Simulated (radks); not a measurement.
Species: Re II. Configuration: [Xe] 4f14 5d5 6s1. Calculated with a radial shooting solver on a logarithmic mesh with Libxc functionals: Dirac Kohn-Sham, PBE, spin-unpolarised, spherical densities, finite nucleus; open shells are shared between the two j in proportion to 2j + 1; Fermi nuclear charge, rms radius 5.3698 fm.

Normalised radial functions P(r) = r R(r) (large component), r in bohr:

| r | 4f7/2 | 5d3/2 |
|---|---|---|
| 0.0006673 | 0.0000 | 0.0000 |
| 0.0009116 | 0.0000 | 0.0000 |
| 0.001245 | 0.0000 | 0.0000 |
| 0.001701 | 0.0000 | 0.0000 |
| 0.002324 | 0.0000 | 0.0001 |
| 0.003201 | 0.0000 | 0.0002 |
| 0.004373 | 0.0000 | 0.0004 |
| 0.005974 | 0.0000 | 0.0009 |
| 0.008162 | 0.0000 | 0.0019 |
| 0.01115 | 0.0001 | 0.0041 |
| 0.01523 | 0.0004 | 0.0087 |
| 0.02081 | 0.0012 | 0.0182 |
| 0.02843 | 0.0038 | 0.0365 |
| 0.03884 | 0.0109 | 0.0693 |
| 0.05349 | 0.0305 | 0.1222 |
| 0.07307 | 0.0775 | 0.1872 |
| 0.09983 | 0.1796 | 0.2372 |
| 0.1364 | 0.3713 | 0.2158 |
| 0.1863 | 0.6677 | 0.0686 |
| 0.2545 | 1.0169 | -0.1763 |
| 0.3477 | 1.2807 | -0.3549 |
| 0.4751 | 1.3086 | -0.2715 |
| 0.649 | 1.0809 | 0.0886 |
| 0.8938 | 0.7133 | 0.5291 |
| 1.221 | 0.3785 | 0.7805 |
| 1.668 | 0.1547 | 0.7636 |
| 2.279 | 0.0463 | 0.5643 |
| 3.113 | 0.0093 | 0.3203 |
| 4.253 | 0.0011 | 0.1326 |
| 5.811 | 0.0001 | 0.0364 |
| 7.939 | 0.0000 | 0.0056 |
| 10.85 | 0.0000 | 0.0004 |

4f7/2: eigenvalue -48.839 eV, 0 radial nodes, <r> = 0.585 bohr, 90 % of the charge inside 0.963 bohr. 5d3/2: eigenvalue -13.506 eV, 2 radial nodes at r = 0.205, 0.609 bohr, <r> = 1.81 bohr, 90 % of the charge inside 2.85 bohr.
